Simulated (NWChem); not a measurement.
Species: SrHSBr; SMILES [SH][Sr][Br]

```xyz
4

Sr    -0.3659     0.5647    -0.0001
Br     0.1811    -2.1643     0.0000
S      0.5180     3.1618    -0.0001
H     -0.7243     3.7009     0.0049
```
Atoms are numbered in this order, from 1.

The geometry was optimised at PBE0/def2-SVP. Not confirmed as a minimum by frequencies. def2 effective core potentials on Sr; no spin-orbit coupling.

Q: List the 4 lowest vertical singlet excitations from PBE0/def2-SVPD with def2 effective core potentials on Sr, TDA (NWChem).

A: 
```csv
state,energy (eV),oscillator strength,leading excitation (squared amplitude)
S1,3.26,0.024,HOMO → LUMO (0.99)
S2,3.62,0.021,HOMO−1 → LUMO (0.99)
S3,4.28,0.017,HOMO−2 → LUMO (0.99)
S4,4.29,0.027,HOMO−3 → LUMO (0.99)
```
